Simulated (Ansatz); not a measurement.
Breaking the In1–F3 bond in BrFHIn (SMILES [F][InH][Br]) (multiplicity 1 held, fragments rigid). Energies count from the point at 1.956 Å.
Geometry at that point (charge 0, multiplicity 1):
```xyz
4

In    -0.5725     0.3010    -0.5633
H     -1.8741    -0.2261    -1.5162
F     -0.0160     2.1754    -0.6022
Br     0.8591    -0.9742     0.9867
```

Signs of static correlation in def2-SVP, from Ansatz (an electronic-structure program) runs.

| R (Å) | T1 of restricted CCSD | ⟨S²⟩ of UHF | largest double amplitude of restricted CCSD |
|---|---|---|---|
| 1.565 | 0.011 | 0.000 | 0.041 |
| 1.760 | 0.013 | 0.000 | 0.045 |
| 1.956 | 0.015 | 0.000 | 0.048 |
| 2.151 | 0.017 | 0.000 | 0.049 |
| 2.347 | 0.020 | 0.000 | 0.045 |
| 2.640 | 0.026 | 0.000 | 0.065 |
| 2.933 | 0.037 | 0.790 | ? |
| 3.422 | 0.071 | 0.965 | ? |
| 3.911 | 0.123 | 1.002 | 0.547 |
| 4.498 | 0.182 | 1.012 | 1.011 |
| 5.280 | 0.215 | 1.014 | 1.408 |
| 6.258 | 0.217 | 1.014 | 1.522 |

Q: Fill in the missing entries.

A: 
- 2.933, largest double amplitude of restricted CCSD: 0.127
- 3.422, largest double amplitude of restricted CCSD: 0.266

Doubts at one or more of the structures used: a restricted determinant that unrestricted orbitals would lower (R-CCSD(T)/def2-SVP); T1 above 0.05 (R-CCSD(T)/def2-SVP, U-CCSD(T)/def2-SVP); other coupled-cluster roots lie near (R-CCSD(T)/def2-SVP); a spin-contaminated determinant (U-CCSD(T)/def2-SVP).
